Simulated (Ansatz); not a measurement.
Consider the ligand exchange at the Si–C bond: `[SiH3]CCBr` + `FBN[SiH3]` → `FBN([SiH3])[SiH3]` + `CCBr`.

Gas-phase electronic energies from Ansatz, PBE0-D4/def2-TZVP geometries. CCSD(T)/CBS adds triple-zeta CCSD(T) − MP2 to the extrapolated MP2 energy (def2 sets, frozen cores). DFT in def2-TZVPP. For Br outer-core shells are correlated without core-valence functions, which leaves a few kJ/mol of doubt a bond. Scalar relativity is left out up to krypton. One conformer a species, not always the lowest.

| level | ΔE (kcal/mol) |
| --- | --- |
| B97M-V | -12.6 |
| SCS-MP2/def2-TZVPP | -13.9 |

**Question.** What does CCSD(T)/CBS give? (Estimate.)

**Answer.** Computed: -13.2 kcal/mol. The listed levels differ from it by 0.6, -0.7 kcal/mol.

**Question.** What do rigid-rotor, harmonic-oscillator terms from PBE0-D4/def2-TZVP frequencies (298.15 K, 1 bar) make of the CCSD(T)/CBS value? (An estimate is asked.)

**Answer.** Computed: ΔZPE = +0.3 kcal/mol, ΔH = -13.0 kcal/mol, ΔS = -10 J/(mol·K), ΔG = -12.3 kcal/mol.

Largest T1 diagnostic among the species: 0.012.

Leaving LDA and LC-ωPBE aside and taking each functional with its dispersion term where it has one, the values, not all of them listed here, spread over 3.2 kcal/mol, from BHLYP-D4 to PBE-D4. The D4 term adds −1.1 kcal/mol with B3LYP and −0.5 kcal/mol with PBE0; it sums over pairs of atoms, weighted by their polarisabilities, and B3LYP, whose exchange is more repulsive, gets the larger term. From PBE to PBE0 (25 % exact exchange), in def2-TZVPP and without D4, ΔE moves by −0.9 kcal/mol.

B3LYP here is the variant with VWN-RPA as its local correlation; programs differ in this.
